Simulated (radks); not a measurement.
Species: Ga25+. Configuration: [He] 2s2 2p2. Method: non-relativistic Kohn-Sham, LDA (Slater exchange, Perdew-Wang correlation), spin-unpolarised, spherical densities, point nucleus; computed with a radial shooting solver on a logarithmic mesh with Libxc functionals. Some entries of the table are withheld. Estimate them.

orbital,occ.,eigenvalue (hartree),<1/r> (bohr^-1)
1s,2,-427.9907,(1)
2s,2,-93.17333,(2)
2p,2,(3),7.107

Answer. 
(1) 1s <1/r> (bohr^-1): 30.54
(2) 2s <1/r> (bohr^-1): 7.155
(3) 2p eigenvalue (hartree): -89.95016
